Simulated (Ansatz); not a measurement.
[(E)-4,4-dimethyl-3-methylidenepent-1-enyl]benzene (C14H18), SMILES c1ccccc1/C=C/C(=C)C(C)(C)C. Atoms are numbered in the order given.

```xyz
32

C     -2.2504     0.8117    -2.2777
C     -1.8387     0.3658    -1.0724
C     -0.3871     0.3108    -0.8729
C      0.3396    -0.0798     0.1941
C      1.8003    -0.0944     0.2870
C      2.3941    -0.5371     1.4810
C      3.7772    -0.5746     1.6323
C      4.6050    -0.1682     0.5880
C      4.0328     0.2750    -0.6064
C      2.6521     0.3119    -0.7558
C     -2.8336    -0.0550     0.0151
C     -2.6640     0.8337     1.2581
C     -4.2813     0.1030    -0.4571
C     -2.6327    -1.5377     0.3691
H     -3.3010     0.9006    -2.5524
H     -1.5208     1.1056    -3.0370
H      0.1697     0.6485    -1.7538
H     -0.1640    -0.4266     1.0984
H      1.7499    -0.8574     2.3047
H      4.2110    -0.9237     2.5725
H      5.6911    -0.1956     0.7013
H      4.6733     0.5960    -1.4316
H      2.2293     0.6627    -1.6995
H     -3.3918     0.5409     2.0314
H     -2.8466     1.8889     1.0029
H     -1.6615     0.7716     1.6993
H     -4.9654    -0.2068     0.3475
H     -4.4963    -0.5238    -1.3359
H     -4.5176     1.1478    -0.7103
H     -1.6291    -1.7570     0.7542
H     -2.7899    -2.1688    -0.5190
H     -3.3624    -1.8430     1.1357
```
Charge 0, spin multiplicity 1.

Geometry: PBE0-D3(BJ)/def2-SVP. Other conformers were not sampled.

Two levels are set side by side: PBE-D3(BJ)/def2-SVP (Ansatz, an electronic-structure program) and PBE0-D3(BJ)/def2-SVP (Ansatz). Each level has its own optimised geometry; the coordinates shown are those of the second. Differences are taken from unrounded values.

```tsv
quantity	PBE0-D3(BJ)
mean bond length (Å)	1.246
bond C1–C2 (Å)	1.350
bond C2–C3 (Å)	1.466
bond C2–C11 (Å)	1.533
bond C3–C4 (Å)	1.349
bond C4–C5 (Å)	1.464
bond C5–C6 (Å)	1.405
bond C5–C10 (Å)	1.406
bond C6–C7 (Å)	1.392
bond C7–C8 (Å)	1.393
bond C8–C9 (Å)	1.397
bond C9–C10 (Å)	1.389
bond C11–C12 (Å)	1.537
bond C11–C13 (Å)	1.531
bond C11–C14 (Å)	1.537
bond C1–H15 (Å)	1.089
bond C1–H16 (Å)	1.093
```

Q: What does PBE-D3(BJ) give, and how far is it from PBE0-D3(BJ)? (An estimate is asked for; the answer gives what the named calculation found.)

A: 
```
quantity              PBE-D3(BJ)  PBE-D3(BJ) minus PBE0-D3(BJ)
--------------------  ----------  ----------------------------
mean bond length (Å)       1.255                         0.009
bond C1–C2 (Å)             1.363                         0.013
bond C2–C3 (Å)             1.468                         0.001
bond C2–C11 (Å)            1.543                         0.010
bond C3–C4 (Å)             1.363                         0.014
bond C4–C5 (Å)             1.466                         0.002
bond C5–C6 (Å)             1.417                         0.012
bond C5–C10 (Å)            1.418                         0.011
bond C6–C7 (Å)             1.401                         0.009
bond C7–C8 (Å)             1.403                         0.010
bond C8–C9 (Å)             1.407                         0.010
bond C9–C10 (Å)            1.398                         0.009
bond C11–C12 (Å)           1.548                         0.010
bond C11–C13 (Å)           1.540                         0.009
bond C11–C14 (Å)           1.548                         0.010
bond C1–H15 (Å)            1.097                         0.008
bond C1–H16 (Å)            1.101                         0.008
```

GGA bonds tend to be longer and softer than those of functionals with exact exchange. Differences between two approximate levels are no errors against the true value.
